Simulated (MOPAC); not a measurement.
MOPAC input (PM7):

```
PM7 PRECISE GNORM=0.05 LET XYZ GEO-OK AUX(PRECISION=9) THREADS=1
H2Br2Ge

Br   -1.86359300 1    0.54734500 1   -0.02204400 1
Ge   -0.04419600 1   -0.88525800 1    0.03182900 1
Br    1.90886300 1    0.35941900 1   -0.01055900 1
H    -0.08669800 1   -1.65774900 1    1.35214100 1
H    -0.08347000 1   -1.75073600 1   -1.22958900 1
```

From the output:

```
                                                       MOPAC v23.2.5 Linux

          FINAL HEAT OF FORMATION =        -17.17571 KCAL/MOL =     -71.86319 KJ/MOL

          COSMO AREA              =        127.46 SQUARE ANGSTROMS
          COSMO VOLUME            =        119.69 CUBIC ANGSTROMS

          GRADIENT NORM           =          0.01550          =       0.00693 PER ATOM
          IONIZATION POTENTIAL    =         10.286064 EV
          HOMO LUMO ENERGIES (EV) =        -10.286 -1.869
          NO. OF FILLED LEVELS    =         10
          MOLECULAR WEIGHT        =        234.4138         POINT GROUP:  C2v

          MOLECULAR DIMENSIONS (Angstroms)

            Atom       Atom       Distance
           Br     3   Br     1     3.70591
            H     4    H     5     2.60338
           Br     1    H     4     2.16584

          SCF CALCULATIONS        =         11

   ATOM   CHEMICAL          X               Y               Z
  NUMBER   SYMBOL      (ANGSTROMS)     (ANGSTROMS)     (ANGSTROMS)

     1      Br         -1.82639602  *   0.57816725  *  -0.02310766  *
     2      Ge         -0.04792798  *  -0.96034530  *   0.03452889  *
     3      Br          1.87490385  *   0.39377332  *  -0.01183882  *
     4       H         -0.08528907  *  -1.62893420  *   1.36110004  *
     5       H         -0.08203636  *  -1.72264018  *  -1.24059483  *

                             CARTESIAN COORDINATES

   1   Br       -1.826396019     0.578167253    -0.023107660
   2   Ge       -0.047927984    -0.960345303     0.034528886
   3   Br        1.874903848     0.393773317    -0.011838817
   4    H       -0.085289070    -1.628934195     1.361100039
   5    H       -0.082036358    -1.722640179    -1.240594826

           Empirical Formula: H2 Br2 Ge  =     5 atoms

      MOLECULAR POINT GROUP   :   C2v

                  EIGENVALUES
 -25.95689 -25.57380 -18.96563 -13.88323 -12.39321 -11.91832 -10.63248 -10.42483
 -10.32627 -10.28606  -1.86927  -1.67126   0.75017   1.97560 257.06920 257.94505
 258.10169 260.09099 260.09241 260.65293 260.66442 262.01962 262.40226 263.00102

              NET ATOMIC CHARGES AND DIPOLE CONTRIBUTIONS

  ATOM NO.   TYPE          CHARGE      No. of ELECS.   s-Pop       p-Pop       d-Pop
    1         Br          -0.213906        7.2139     1.93228     5.27936     0.00227
    2         Ge           0.207125        3.7929     1.13283     2.66004
    3         Br          -0.213891        7.2139     1.93227     5.27935     0.00227
    4          H           0.110336        0.8897     0.88966
    5          H           0.110336        0.8897     0.88966
 DIPOLE           X         Y         Z       TOTAL
 POINT-CHG.    -0.186    -3.730     0.134     3.737
 HYBRID         0.001     0.022    -0.001     0.022
 SUM           -0.185    -3.709     0.133     3.716

          ATOMIC ORBITAL ELECTRON POPULATIONS

     Atom    s        px        py        pz      x^2-y^2     xz        z^2       yz        xy
    1 Br   1.93228   1.58680   1.70371   1.98885   0.00045   0.00027   0.00033   0.00023   0.00098
    2 Ge   1.13283   0.71453   0.85068   1.09483
    3 Br   1.93227   1.52611   1.76426   1.98898   0.00049   0.00032   0.00033   0.00018   0.00094
    4  H   0.88966
    5  H   0.88966

 **********************
 *                    *
 * JOB ENDED NORMALLY *
 *                    *
 **********************

 == MOPAC DONE ==
```

The geometry given is a B3LYP-D3(BJ)/def2-TZVP minimum.
